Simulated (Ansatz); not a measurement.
Reaction (formal exchange of groups at the In–C bond): `N#[C][In]([F])[Cl]` + `Cc1ccc[nH]1` → `[CH3][In]([F])[Cl]` + `N#Cc1ccc[nH]1`

Calculated with Ansatz (gas phase, PBE0-D4/def2-TZVP geometries, no zero-point term in ΔE). CBS: MP2 limit from def2 TZ/QZ plus the TZ coupled-cluster correction, frozen cores. DFT in def2-TZVPP. HSE06 is defined as in plane-wave codes. Elements past krypton have def2 core potentials. For In outer-core shells are correlated without core-valence functions, which leaves a few kJ/mol of doubt a bond.

```tsv
level	ΔE (kJ/mol)	difference from CCSD(T)/CBS
LDA (SPW92)	-44.2	-30.0
revPBE-D4	-31.8	-17.6
BLYP-D4	-35.2	-21.0
HSE06-D4	-28.5	-14.3
BHLYP-D4	-18.4	-4.2
RPA@PBE/def2-TZVPP	-5.9	8.3
CCSD(T)/def2-SVP	-3.2	11.0
CCSD(T)/def2-TZVPP	-10.6	3.6
HF/def2-QZVPP	2.8	17.0
SCS-MP2/def2-QZVPP	-14.3	-0.1
CCSD(T)/CBS	-14.2	0
```

Largest T1 diagnostic among the species: 0.016.

From PBE to PBE0 (25 % exact exchange), in def2-TZVPP and without D4, ΔE moves by +8.9 kJ/mol. Leaving LDA and LC-ωPBE aside and taking each functional with its dispersion term where it has one, the values, not all of them listed here, spread over 23.6 kJ/mol, from PBE-D4 to ωB97X-V. LDA lies −6.7 kJ/mol from PBE without D4.
